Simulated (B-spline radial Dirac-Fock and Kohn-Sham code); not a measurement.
# X-ray scattering factor of K

System: the K atom, 1s2 2s2 2p6 3s2 3p6 4s1.

Input of the calculation (task.json; shells as n, l, electrons):

```json
{"items": [{
  "Z": 19,
  "q": 0,
  "cfg": [[1, 0, 2], [2, 0, 2], [2, 1, 6], [3, 0, 2], [3, 1, 6], [4, 0, 1]],
  "A": 39,
  "rrms": 3.4349,
  "do": ["scatter"],
  "s": [0.0, 0.05, 0.1, 0.15, 0.2, 0.25, 0.3, 0.35, 0.4, 0.45, 0.5, 0.6, 0.7, 0.8, 0.9, 1.0, 1.1, 1.2, 1.4, 1.6, 1.8, 2.0, 2.5, 3.0, 3.5, 4.0, 5.0, 6.0],
  "pz": [0, 0.1, 0.2, 0.3, 0.4, 0.5, 0.6, 0.8, 1.0, 1.2, 1.4, 1.6, 1.8, 2.0, 2.5, 3.0, 4.0, 5.0, 7.0, 10.0, 15.0, 20.0, 30.0, 40.0, 60.0, 100.0],
  "hv_scatter": [1000, 2000, 5000, 8047.8, 10000, 17479.3, 20000, 30000, 50000, 100000, 200000, 500000, 1000000]
}]}
```

Launch: `python xray_run.py task.json out`

These are calculated numbers from a radial finite-basis atomic code; the model is configuration-average Dirac-Fock orbitals. f₀ is the Fourier transform of the spherical electron density, S the Waller-Hartree incoherent function, and s = sin θ/λ.

```csv
s (Å⁻¹),f₀,S,tabulated f₀,tabulated S
0,19.000,0.000,18.998,0.000
0.05,18.204,1.102,18.206,1.105
0.1,16.733,2.498,16.732,2.500
0.15,15.243,3.901,15.244,3.905
0.2,13.728,5.294,13.726,5.301
0.25,12.268,6.544,12.268,6.555
0.3,10.976,7.639,10.979,7.652
0.35,9.908,8.585,9.908,8.599
0.4,9.061,9.391,9.059,9.405
0.45,8.403,10.067,8.401,10.080
0.5,7.888,10.637,7.890,10.650
0.6,7.125,11.555,7.134,11.568
0.7,6.523,12.314,6.525,12.329
0.8,5.962,12.997,5.952,13.014
0.9,5.406,13.627,5.390,13.645
1,4.859,14.201,4.846,14.220
1.1,4.336,14.716,4.334,14.735
1.2,3.854,15.170,3.861,15.188
1.4,3.045,15.906,3.058,15.921
1.6,2.449,16.447,2.453,16.460
1.8,2.032,16.844,2.026,16.852
2,1.749,17.143,1.738,17.152
2.5,1.367,17.656,1.368,17.664
3,1.174,18.010,1.183,18.020
3.5,1.028,18.280,1.032,18.290
4,0.895,18.485,0.892,18.494
5,0.657,18.745,0.650,18.752
6,0.472,18.875,0.476,18.880
```

Tabulated f₀: the analytical fit of Waasmaier and Kirfel, Acta Cryst. A51, 416 (1995); tabulated S: Hubbell et al., J. Phys. Chem. Ref. Data 4, 471 (1975). These are calculations too.

f₀ starts at the number of electrons, 19, and has fallen to half at s ≈ 0.37 Å⁻¹. The sum of ⟨r²⟩ over the electrons is 50.94 bohr². It fixes the forward electron scattering factor, f_e(0) = (a₀/3)Σ⟨r²⟩ = 8.986 Å.
